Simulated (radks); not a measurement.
Problem. The table gives one normalised radial function P(r) = r R(r) of Pb in [Hg] 6p2 (r in bohr). Calculated with a radial shooting solver on a logarithmic mesh with Libxc functionals: scalar-relativistic Kohn-Sham, r2SCAN, spin-polarised, spherical densities, finite nucleus; open shells are filled with parallel spins first (spin-orbit coupling, left out, can overturn this in heavy ions); meta-GGA in the generalised Kohn-Sham scheme; Fermi nuclear charge, rms radius 5.5012 fm.

r,P
0.002885,0.0616
0.003941,0.0706
0.005385,0.0769
0.007356,0.0773
0.01005,0.0673
0.01373,0.0421
0.01876,-0.0007
0.02562,-0.0564
0.03501,-0.1063
0.04744,-0.1169
0.06481,-0.0558
0.08855,0.0697
0.121,0.1669
0.1653,0.1037
0.2258,-0.1160
0.3084,-0.2416
0.4214,-0.0399
0.5757,0.2992
0.7802,0.3271
1.066,-0.0777
1.456,-0.5601
1.989,-0.7477
2.718,-0.6045
3.713,-0.3293
5.072,-0.1167
6.929,-0.0231
9.467,-0.0021

Which n and l does it have? It may be an empty orbital.

Solution. n = 6, l = 0: the number of nodes gives n - l - 1 = 5, the rise at small r (about r^(l+1), flatter next to the nucleus through relativity) gives l, and the extent must fit the shell. The curve is that of 6s up; the table hardly tells the two spins apart. 6s up: eigenvalue -12.935 eV, 5 radial nodes at r = 0.0187, 0.0753, 0.194, 0.437, 1.02 bohr, <r> = 2.36 bohr, 90 % of the charge inside 3.49 bohr.
